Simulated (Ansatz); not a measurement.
A run for Ansatz (a first-principles code): U-r2SCAN/def2-TZVPPD on H2MgSe (SMILES [MgH][SeH]), a point of a bond scan (R = 2.534 Å). Files ending in .json are basis or fitting sets from the Basis Set Exchange.

Ansatz 0.2 input:
```yaml
crystal:
  periodic: [false, false, false]
  atoms:
    - {symbol: Mg, position_ang: [-0.90984848, -0.79864408, -1.24961770]}
    - {symbol: H, position_ang: [-2.23375009, -1.96698029, -3.06660525]}
    - {symbol: Se, position_ang: [0.35584908, 0.35573886, 0.47966970]}
    - {symbol: H, position_ang: [0.61176270, -0.93385745, 1.14758534]}
basis:
  gaussian:
    orbitals: def2-TZVPPD.json
hamiltonian:
  xc: {name: r2SCAN}
magnetization: {spin_polarized: true, initial_magnetization: 0}
```

It printed:

```
WARN ansatz: RAYON_NUM_THREADS=1 ignored (pool sized by the plan → 1); use --threads N
Functional definition: r2SCAN
integrals: 0.05 GiB planned
849 factors; their error is unknown
mean field: 0.47 GiB planned
mean field evaluation 1: about -70822.6146 eV, gradient 1.5e1 eV
mean field evaluation 2: about -70819.7540 eV, gradient 2.2e1 eV
mean field evaluation 4: about -70824.9575 eV, gradient 1.2e0 eV
mean field evaluation 8: about -70824.9675 eV, gradient 5.8e-2 eV
mean field evaluation 16: about -70824.9450 eV, gradient 8.5e-5 eV
mean field -70824.94499244 eV, -2602.7687216001 hartree, gradient 1.3e-5 eV, S^2 0.000000; 1 other end points of the search recorded, 0 dependent functions left out
reference -70824.94501814 eV, -2602.7687225447 hartree; 24, 24 occupied and 102, 102 virtual orbitals, 849 factors
Total energy: -70824.94501814 eV, -2602.7687225447 hartree
```

Self-consistency was reached.

Cost: roughly 21 core-seconds.
